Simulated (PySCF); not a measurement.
**Shifts of the heteroatoms**

Geometry:
| atom | x (Å) | y (Å) | z (Å) |
| --- | --- | --- | --- |
| C1 | 2.679 | -0.028 | 0.477 |
| C2 | 1.678 | 0.286 | -0.598 |
| O3 | 2.017 | 0.673 | -1.693 |
| C4 | 0.228 | 0.107 | -0.283 |
| C5 | -0.682 | 0.408 | -1.301 |
| C6 | -2.044 | 0.281 | -1.123 |
| C7 | -2.541 | -0.157 | 0.095 |
| C8 | -1.669 | -0.464 | 1.124 |
| C9 | -0.306 | -0.330 | 0.929 |
| F10 | 0.488 | -0.646 | 1.973 |
| H11 | 2.503 | 0.596 | 1.351 |
| H12 | 2.588 | -1.067 | 0.786 |
| H13 | 3.680 | 0.153 | 0.096 |
| H14 | -0.274 | 0.747 | -2.242 |
| H15 | -2.719 | 0.521 | -1.930 |
| H16 | -3.605 | -0.261 | 0.246 |
| H17 | -2.028 | -0.807 | 2.082 |

- coordinates at the GFN2-xTB level
- GIAO PBE0/pcSseg-1 shieldings
- program: PySCF
- averaged over atoms made equivalent by symmetry, fast rotation or ring inversion, no solvent model, one conformer, non-relativistic Hamiltonian

Question: Predict the $^{19}$F NMR data.

Answer: 
| atoms | environment | σ (ppm) | δ (ppm) |
| --- | --- | --- | --- |
| F10 | aryl fluorine | 281.0 | -107.6 |

Shieldings were converted by a linear fit to measured shifts: $^{19}$F: δ = 146.13 − 0.903σ +14.6 on sp3 carbon (rms 6.0 ppm, 223 shifts, 7.0 ppm with the 5 outliers that the fit left out vs CFCl3, solution or neat liquid). A few per cent of atoms miss by over 2 rms, more outside the fitted compound classes.

On a 500 MHz spectrometer $^{19}$F resonates near 470.5 MHz, so 1 ppm is 470.5 Hz.

Question: Predict the $^{17}$O NMR data.

Answer: 
```
atoms    environment  σ (ppm)  δ (ppm)
   O3  ketone oxygen   -306.9    546.3
```

Shieldings were converted by a linear fit to measured shifts: $^{17}$O: δ = 266.70 − 0.911σ (rms 10.7 ppm, 155 shifts, 12.2 ppm with the 3 outliers that the fit left out vs liquid water, solution or neat liquid). A few per cent of atoms miss by over 2 rms, more outside the fitted compound classes.

On a 600 MHz spectrometer $^{17}$O resonates near 81.3 MHz, so 1 ppm is 81.3 Hz.
